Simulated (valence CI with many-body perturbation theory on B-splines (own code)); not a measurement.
Level structure of Pt VII

Computed by relativistic CI+MBPT: four valence electrons over a frozen Dirac-Fock core [Xe] 4f14, a basis of 7 s, 7 p, 8 d, 6 f, 4 g, 1 h functions for each j, with the one-electron correlation potential Σ1 (screened to all orders), the two-electron term Σ2, the three-electron term Σ3, Breit, model QED; selected single and double excitations, second order for the rest, scaled by the run's own slope (own B-spline code, finite nucleus).

No measured spectrum was set against this ion. As an estimate, terms of the open shell hold to 2 to 4 % of their energy, and close levels can change places; different configurations can be misplaced against each other by 1,000 to 8,000 cm⁻¹. The list stops below the first excitations out of the core.

Levels 91 to 135 of 154, with energies above the lowest level, (5d3/2^4) J=0. "Leading %" is the weight of the configuration and term that name the level; weights of strongly mixed levels are sums over their largest components and can fall short. In the jj column 3d3/2^4 stands for four electrons in 3d with j = 3/2. Lifetimes count E1, E2, E3, M1 and M2 decay at the calculated energies, and are blank where another channel may lead or the interval is too uncertain; long ones can be off by a factor of two.

| No. | Configuration | Term | J | E (cm⁻¹) | Leading % | Second component | Lifetime | Leading jj |
| --- | --- | --- | --- | --- | --- | --- | --- | --- |
| 91 | 5d³6p | ⁵P° | 2 | 268490 | 39 | 15 % 5d³6p ³P° | 80.4 ps | 5d3/2 5d5/2^2 6p1/2 (45 %) |
| 92 | 5d³6p | ³I° | 5 | 269210 | 34 | 24 % 5d³6p ⁵G° | 207 ps | 5d3/2 5d5/2^2 6p1/2 (68 %) |
| 93 | 5d³6p | ³D° | 3 | 270530 | 19 | 17 % 5d³6p ⁵F° | 72.7 ps | 5d3/2 5d5/2^2 6p1/2 (35 %) |
| 94 | 5d³6p | ³H° | 4 | 270950 | 29 | 16 % 5d³6p ⁵D° | 90.8 ps | 5d3/2 5d5/2^2 6p1/2 (57 %) |
| 95 | 5d³6p | ⁵D° | 1 | 273400 | 24 | 22 % 5d³6p ³D° | 79.1 ps | 5d3/2 5d5/2^2 6p1/2 (62 %) |
| 96 | 5d³6p | ³F° | 2 | 273440 | 36 | 19 % 5d³6p ⁵D° | 209 ps | 5d3/2 5d5/2^2 6p1/2 (78 %) |
| 97 | 5d³6p | ³P° | 0 | 274220 | 41 | 33 % 5d³6p ⁵D° | 160 ps | 5d3/2 5d5/2^2 6p1/2 (93 %) |
| 98 | 5d³6p | ⁵D° | 1 | 274980 | 44 | 30 % 5d³6p ³D° | 152 ps | 5d3/2^2 5d5/2 6p3/2 (59 %) |
| 99 | 5d³6p | ³G° | 4 | 275230 | 25 | 21 % 5d³6p ⁵F° | 91.7 ps | 5d3/2^2 5d5/2 6p3/2 (71 %) |
| 100 | 5d³6p | ³G° | 3 | 276720 | 33 | 31 % 5d³6p ⁵F° | 75.3 ps | 5d3/2^2 5d5/2 6p3/2 (77 %) |
| 101 | 5d³6p | ³I° | 6 | 278230 | 41 | 40 % 5d³6p ³H° | 181 ps | 5d3/2 5d5/2^2 6p1/2 (84 %) |
| 102 | 5d³6p | ³F° | 2 | 278700 | 49 | 29 % 5d³6p ⁵D° | 63.9 ps | 5d3/2^2 5d5/2 6p3/2 (68 %) |
| 103 | 5d³6p | ⁵G° | 5 | 278760 | 35 | 22 % 5d³6p ³G° | 176 ps | 5d3/2 5d5/2^2 6p1/2 (37 %) |
| 104 | 5d³6p | ³D° | 1 | 279310 | 48 | 22 % 5d³6p ⁵P° | 62.8 ps | 5d3/2 5d5/2^2 6p1/2 (77 %) |
| 105 | 5d³6p | ³D° | 2 | 280690 | 32 | 15 % 5d³6p ³P° | 92.7 ps | 5d3/2^2 5d5/2 6p3/2 (54 %) |
| 106 | 5d³6p | ³F° | 3 | 281130 | 32 | 15 % 5d³6p ⁵P° | 96.8 ps | 5d3/2^2 5d5/2 6p3/2 (47 %) |
| 107 | 5d³6p | ³G° | 5 | 281660 | 30 | 26 % 5d³6p ³H° | 87.7 ps | 5d3/2 5d5/2^2 6p1/2 (54 %) |
| 108 | 5d³6p | ³P° | 0 | 281680 | 50 | 28 % 5d³6p ⁵D° | 78.3 ps | 5d3/2^2 5d5/2 6p3/2 (87 %) |
| 109 | 5d³6p | ³D° | 2 | 282460 | 29 | 15 % 5d³6p ³P° | 109 ps | 5d3/2^2 5d5/2 6p3/2 (35 %) |
| 110 | 5d³6p | ³D° | 3 | 282800 | 27 | 16 % 5d³6p ¹F° | 106 ps | 5d3/2^2 5d5/2 6p3/2 (38 %) |
| 111 | 5d³6p | ⁵G° | 6 | 283450 | 55 | 31 % 5d³6p ³H° | 163 ps | 5d3/2^2 5d5/2 6p3/2 (50 %) |
| 112 | 5d³6p | ³G° | 4 | 284380 | 46 | 32 % 5d³6p ⁵F° | 64.0 ps | 5d3/2^2 5d5/2 6p3/2 (58 %) |
| 113 | 5d³6p | ³F° | 3 | 284910 | 44 | 12 % 5d³6p ³G° | 56.8 ps | 5d3/2^2 5d5/2 6p3/2 (44 %) |
| 114 | 5d³6p | ³D° | 2 | 285390 | 26 | 20 % 5d³6p ³F° | 75.1 ps | 5d3/2 5d5/2^2 6p1/2 (69 %) |
| 115 | 5d³6p | ³F° | 4 | 286060 | 38 | 10 % 5d³6p ¹G° | 98.6 ps | 5d3/2^2 5d5/2 6p3/2 (70 %) |
| 116 | 5d³6p | ³P° | 1 | 286720 | 42 | 19 % 5d³6p ³S° | 64.7 ps | 5d3/2^2 5d5/2 6p3/2 (68 %) |
| 117 | 5d³6p | ³F° | 3 | 286890 | 38 | 16 % 5d³6p ³D° | 93.7 ps | 5d3/2 5d5/2^2 6p1/2 (41 %) |
| 118 | 5d³6p | ⁵D° | 2 | 287220 | 23 | 20 % 5d³6p ⁵P° | 84.8 ps | 5d3/2^2 5d5/2 6p3/2 (62 %) |
| 119 | 5d³6p | ³G° | 4 | 287670 | 49 | 19 % 5d³6p ³F° | 67.6 ps | 5d3/2 5d5/2^2 6p1/2 (65 %) |
| 120 | 5d³6p | ³F° | 4 | 288000 | 37 | 25 % 5d³6p ³G° | 78.2 ps | 5d5/2^3 6p1/2 (68 %) |
| 121 | 5d³6p | ³G° | 5 | 288550 | 58 | 15 % 5d³6p ³I° | 46.8 ps | 5d3/2^2 5d5/2 6p3/2 (80 %) |
| 122 | 5d³6p | ³D° | 3 | 288980 | 37 | 12 % 5d³6p ³G° | 74.0 ps | 5d3/2^2 5d5/2 6p3/2 (28 %) |
| 123 | 5d³6p | ³H° | 5 | 289480 | 45 | 17 % 5d³6p ⁵F° | 123 ps | 5d5/2^3 6p1/2 (56 %) |
| 124 | 5d³6p | ³D° | 2 | 291290 | 33 | 20 % 5d³6p ³P° | 58.8 ps | 5d3/2^2 5d5/2 6p3/2 (66 %) |
| 125 | 5d³6p | ³F° | 3 | 291380 | 33 | 14 % 5d³6p ³D° | 58.2 ps | 5d3/2 5d5/2^2 6p1/2 (44 %) |
| 126 | 5d³6p | ³F° | 2 | 291850 | 38 | 29 % 5d³6p ³D° | 103 ps | 5d5/2^3 6p1/2 (48 %) |
| 127 | 5d³6p | ³D° | 1 | 292470 | 40 | 26 % 5d³6p ¹P° | 70.3 ps | 5d3/2^2 5d5/2 6p3/2 (82 %) |
| 128 | 5d³6p | ³P° | 1 | 294420 | 37 | 16 % 5d³6p ¹P° | 76.8 ps | 5d5/2^3 6p1/2 (69 %) |
| 129 | 5d³6p | ⁵D° | 4 | 295260 | 26 | 14 % 5d³6p ³G° | 88.2 ps | 5d3/2 5d5/2^2 6p3/2 (66 %) |
| 130 | 5d³6p | ³H° | 5 | 296810 | 28 | 23 % 5d³6p ¹H° | 116 ps | 5d3/2 5d5/2^2 6p3/2 (68 %) |
| 131 | 5d³6p | ⁵D° | 4 | 297200 | 53 | 15 % 5d³6p ¹G° | 143 ps | 5d3/2 5d5/2^2 6p3/2 (60 %) |
| 132 | 5d³6p | ⁵G° | 6 | 297210 | 28 | 28 % 5d³6p ³I° | 135 ps | 5d3/2 5d5/2^2 6p3/2 (47 %) |
| 133 | 5d³6p | ³G° | 5 | 298560 | 48 | 22 % 5d³6p ¹H° | 58.6 ps | 5d3/2 5d5/2^2 6p3/2 (61 %) |
| 134 | 5d³6p | ³G° | 3 | 299200 | 27 | 17 % 5d³6p ⁵P° | 57.5 ps | 5d3/2 5d5/2^2 6p3/2 (59 %) |
| 135 | 5d³6p | ³F° | 2 | 299240 | 63 | 13 % 5d³6p ³D° | 57.2 ps | 5d3/2 5d5/2^2 6p3/2 (57 %) |

Where two levels of one J and parity lie close, their mixing, g and order are uncertain.
